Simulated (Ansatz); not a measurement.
AgCl, charge +1, doublet, at a GFN2-xTB geometry (such geometries of metal compounds can be far from the true shape) (the multiplicity is a formal guess) (core potentials on Ag). Base run: PBE/def2-SVP run with Ansatz (a quantum-chemistry and plane-wave program).

Geometry (Å):
```xyz
2

Ag     0.0000     0.0000    -0.6077
Cl     0.0000     0.0000     1.6801
```
Charge +1, spin multiplicity 2.
Orbitals are unrestricted.
All else is at Ansatz's defaults.

The base run was repeated with changes; each row names its change, and settings that it needs were set with it.

```tsv
change	basis functions	E (Eh)
base	49	-606.49225
basis = x2c-SVPall; relativity = none	71	-5568.10261
basis = x2c-SVPall; relativity = spin-free X2C	71	-5775.50912
basis = x2c-TZVPall; relativity = spin-free X2C	100	-5776.20812
basis = jorge-DZP-DKH; relativity = spin-free X2C; nucleus = Gaussian	72	-5773.30130
basis = x2c-TZVPall; relativity = none	100	-5584.55344
basis = jorge-DZP-DKH; relativity = none	72	-5621.16404
basis = jorge-DZP-DKH; relativity = spin-free X2C	72	-5773.39841
basis = x2c-SVPall; relativity = spin-free X2C; nucleus = Gaussian	71	-5775.42399
basis = x2c-TZVPall; relativity = spin-free X2C; nucleus = Gaussian	100	-5776.11359
```

Total energies compare only within one method and basis.

Ansatz warned in this series: the basis is contracted for relativity, which the run leaves out.

Basis sets contracted for a relativistic Hamiltonian are a mismatch without it, so the rows without relativity aren't non-relativistic limits. No row has spin-orbit coupling; sets with core potentials leave out the core electrons.
